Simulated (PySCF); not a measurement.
# Working out the ionisation energy of Cu

Cu [Ar] 3d10 4s1 (2S) → Cu⁺ [Ar] 3d10 (1S). Calculation: PySCF 2.14, in ANO-RCC-VTZP (6s5p3d2f1g, 59 functions); the spin-free X2C one-electron Hamiltonian (Gaussian nucleus). Frozen: [Ne]. Energies in hartree (1 hartree = 27.21139 eV):

| part | Cu (lower) | Cu⁺ (upper) |
| --- | --- | --- |
| UHF | -1653.149078 | -1652.906358 |
| CCSD correlation | -0.783840 | -0.752282 |
| (T) | -0.023896 | -0.019242 |

Q: What does Hartree-Fock give?

A: (-1652.906358) − (-1653.149078) = 0.242720 hartree = 6.605 eV.

Q: What do CCSD and CCSD(T) give?

A: The CCSD correlation energies differ by 0.031558 hartree = 0.859 eV and the triples by 0.004654 hartree = 0.127 eV, so CCSD gives 7.464 eV and CCSD(T) 7.591 eV.

Measured between the centres of the two terms (NIST): 7.726 eV, so CCSD(T) (valence and next inner shell) is off by -0.135 eV.

What remains against the reference includes basis incompleteness, the frozen core and higher excitations.
